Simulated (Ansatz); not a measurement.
Reaction (ligand exchange at the In–C bond): `O=C[SiH2][CH2][InH2]` + CH₃NH₂ → `C[NH][InH2]` + `C[SiH2]C=O`

Gas-phase electronic energies from Ansatz, PBE0-D4/def2-TZVP geometries. CBS: MP2 limit from def2 TZ/QZ plus the TZ coupled-cluster correction, frozen cores. Elements past krypton have def2 core potentials. For In outer-core shells are correlated without core-valence functions, which leaves a few kJ/mol of doubt a bond. Each species was taken in one conformer, which may not be the lowest.

`O=C[SiH2][CH2][InH2]`:

```xyz
12

O     0.273    2.234   -2.039
C    -0.722    1.590   -1.825
Si   -0.784    0.188   -0.501
C     0.833   -0.028    0.362
In    0.821   -1.584    1.863
H    -1.649    1.808   -2.412
H    -1.888    0.550    0.436
H    -1.217   -1.046   -1.222
H     1.102    0.917    0.843
H     1.599   -0.267   -0.382
H     0.380   -1.174    3.478
H     1.252   -3.188    1.399
```

CH₃NH₂:

Cartesian coordinates in Å:
```
C 0.129 0.409 -0.373
N -0.508 -0.547 0.517
H 1.228 0.370 -0.396
H -0.163 1.421 -0.086
H -0.231 0.250 -1.392
H -0.196 -0.410 1.470
H -0.259 -1.494 0.261
```

`C[NH][InH2]`:

Z-matrix (Å, degrees):
```
C
N 1 1.443
H 1 1.098 2 112.6
H 1 1.093 2 110.1 3 119.2
H 1 1.098 2 112.6 3 -121.6
In 2 2.011 1 128.0 3 -119.2
H 2 1.008 1 112.6 3 60.8
H 6 1.711 2 115.1 1 180.0
H 6 1.713 2 113.8 1 -0.0
```

`C[SiH2]C=O`:

Cartesian coordinates in Å:
```
C -0.428 -0.685 -1.197
Si -0.553 0.137 0.466
C 1.191 0.735 1.023
O 2.174 0.564 0.344
H 0.252 -1.538 -1.148
H -0.034 0.015 -1.937
H -1.404 -1.037 -1.538
H -1.054 -0.781 1.527
H -1.438 1.336 0.453
H 1.294 1.256 2.007
```

| level | ΔE (kJ/mol) |
| --- | --- |
| MP2/def2-TZVPP | -27.5 |
| SCS-MP2/def2-TZVPP | -29.0 |
| MP2/CBS(def2) | -28.6 |
| CCSD/CBS(def2) | -28.2 |

Task: What does CCSD(T)/CBS give? (Estimate.)

Result: Ansatz gave: -29.1 kJ/mol. The listed levels differ from it by 1.6, 0.1, 0.5, 0.9 kJ/mol.

Largest T1 diagnostic among the species: 0.016.

From PBE to PBE0 (25 % exact exchange), in def2-TZVPP and without D4, ΔE moves by +5.1 kJ/mol.
